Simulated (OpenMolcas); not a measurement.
Gd2+: moving or changing the point charges

Gd2+ among 6 point charges of -1 e arranged as a tetragonal octahedron (D4h), 2.62 Å from the ion, with the axial distance 2.306 Å.

```json
{
  "Program": "OpenMolcas 26.06",
  "Method": "CASSCF",
  "Basis": "ANO-RCC-VDZP [7s6p4d2f1g]",
  "Scalar Hamiltonian": "DKH2, point nucleus",
  "Active space": "8 electrons in 7 orbitals (4f)",
  "State averaging": "2S+1 = 7 even, 7 roots; 2S+1 = 5 even, 77 roots kept (CI in the orbitals of an earlier block); 2S+1 = 3 even, 26 roots kept (CI in the orbitals of an earlier block)",
  "Spin-orbit coupling": "RASSI with atomic mean-field integrals over the reference wave functions"
}
```

Runs around this geometry, states (labels of D4, the rotations of D4h). Energies in cm-1 above the lowest state or level, χT in cm3 K/mol.

| R (Å) | q (e) | Ground state | First state of that spin | First gap with spin-orbit (degeneracies) | Width of lowest J | χT at 300 K |
| --- | --- | --- | --- | --- | --- | --- |
| 2.62 | -0.5 | 7E | 7B1 13.4 | 28.3 (2, 2) | 365 | 11.769 |
| 2.62 | -1 | 7E | 7B1 28.9 | 56.5 (2, 2) | 716 | 11.687 |
| 2.81 | -1 | 7E | 7B1 63.4 | 62.1 (2, 2) | 589 | 11.721 |
| 3.02 | -1 | 7E | 7B1 81.2 | 62.1 (2, 2) | 480 | 11.749 |

Taking the width of the lowest J multiplet as R^-n, n = -ln(480 / 716) / ln(3.02 / 2.62) = 2.8 between the shortest and longest distance.

Scaling the charges by -0.5 / -1 = 0.50 scales the width of the lowest J multiplet by 365 / 716 = 0.51; with fixed orbitals a first-order splitting would follow the charge.

High states are left out of the spin-orbit mixing, which shifts the levels that they would mix with. The free ion's ground configuration, as NIST lists it, lies outside this active space, so the lowest level here need not be the ground level. This is an electrostatic model: the charges have no orbitals. An unlabelled pair can be two single states that coincide in this model. A group larger than the point group allows holds several states that coincide in this model. No measured value stands beside these numbers.
